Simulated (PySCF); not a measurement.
## `CC/C(C)=C(\C)C(=O)[O-]`: 4 charge schemes on one density

Compound: C₇H₁₁O₂ (charge -1).
Cartesian coordinates in Å at the GFN2-xTB level; atoms count from 1:
```xyz
20
C7H11O2 angstrom
C     -1.813    0.512    1.313
C     -1.499    0.205   -0.151
C     -0.141   -0.459   -0.305
C     -0.210   -1.956   -0.428
C      1.011    0.207   -0.318
C      1.121    1.700   -0.199
C      2.402   -0.476   -0.547
O      3.108    0.089   -1.397
O      2.661   -1.482    0.131
H     -1.779   -0.401    1.905
H     -1.076    1.202    1.715
H     -2.803    0.959    1.419
H     -2.272   -0.460   -0.549
H     -1.540    1.135   -0.725
H     -0.633   -2.245   -1.394
H     -0.846   -2.375    0.355
H      0.789   -2.370   -0.332
H      1.279    1.982    0.844
H      1.994    2.014   -0.771
H      0.241    2.230   -0.569
```

Density: PBE0/pcSseg-1 (PySCF); schemes: Mulliken, IAO, Hirshfeld and ESP-fitted. Geometry: GFN2-xTB, one conformer, isolated ion. The pcSseg-1 basis has no diffuse functions, a weakness for an anion.

Atoms with like bonding are taken together and averaged. For which atoms does the sign change between the 4 schemes (beyond +0.03 e in one, beyond −0.03 e in another)?

C2 and C5. Atomic charges aren't observables, and each scheme defines them in its own way.

At which atom do the 4 schemes differ most?

At C7: from +0.109 (Hirshfeld) to +0.814 e (ESP-fitted), 0.705 e apart.

Do the Mulliken, IAO, Hirshfeld and ESP-fitted schemes agree on where the charge is lowest?

All schemes agree: Mulliken O8/O9 (-0.565); IAO O8/O9 (-0.646); Hirshfeld O8/O9 (-0.414); ESP-fitted O8/O9 (-0.765).

Give the atomic charges in each scheme.

In e; atoms taken as equivalent share a row and are averaged (×n: the atom named and its like, n in all):

```csv
atom,environment,Mulliken,IAO,Hirshfeld,ESP-fitted
C1,methyl carbon,-0.257,-0.407,-0.126,-0.299
C2,allylic carbon,-0.184,-0.251,-0.076,+0.166
C3,fully substituted alkene carbon,-0.327,-0.034,-0.021,-0.103
C4,allylic carbon,-0.158,-0.430,-0.143,-0.632
C5,fully substituted alkene carbon,-0.290,-0.068,-0.025,+0.115
C6,allylic carbon,-0.176,-0.425,-0.140,-0.734
C7,carboxylate carbon,+0.451,+0.497,+0.109,+0.814
O8/O9,carboxylate oxygen,-0.565,-0.646,-0.414,-0.765
H10/H11/H12,methyl hydrogen,+0.095,+0.127,+0.027,+0.063
H13/H14,methylene hydrogen,+0.093,+0.116,+0.023,-0.014
H15/H16/H17,methyl hydrogen,+0.101,+0.134,+0.019,+0.166
H18/H19/H20,methyl hydrogen,+0.098,+0.132,+0.022,+0.182
```

Mean size of the charges over all atoms: ESP-fitted 0.283 e, IAO 0.241 e, Mulliken 0.202 e, Hirshfeld 0.086 e. Each set sums to the total charge, -1, to within 0.001 e. The Mulliken scheme gives each basis function's population to the atom it is centred on and halves the overlap population of two atoms between them.

Some averages cover members that differ in this geometry: H15/H16/H17, Mulliken +0.070 to +0.150; H15/H16/H17, ESP-fitted +0.132 to +0.210; H15/H16/H17, IAO +0.109 to +0.179; H18/H19/H20, IAO +0.108 to +0.163 e.

Sum the charges by element.

```csv
element,atoms,Mulliken,IAO,Hirshfeld,ESP-fitted
C,7,-0.940,-1.118,-0.422,-0.674
O,2,-1.130,-1.293,-0.829,-1.530
H,11,+1.070,+1.411,+0.251,+1.204
```

How many electrons does the Hirshfeld scheme count on C4?

Z − q = 6 − (-0.143) = 6.143.

How closely do the schemes follow one another over all atoms?

Correlation coefficient and root-mean-square difference: IAO with Hirshfeld 0.93, 0.182 e; IAO with ESP-fitted 0.92, 0.165 e; Mulliken with IAO 0.91, 0.127 e; Mulliken with Hirshfeld 0.88, 0.145 e; Hirshfeld with ESP-fitted 0.86, 0.283 e; Mulliken with ESP-fitted 0.81, 0.240 e.

These values come from a run that also computed NMR shieldings. The run took 53 s (with the writing of density and orbital grids) on Arm Neoverse V1, one thread, no GPU, shared host with 32 logical CPUs at a one-minute load of 32, and the process peaked at 0.88 GiB of memory.
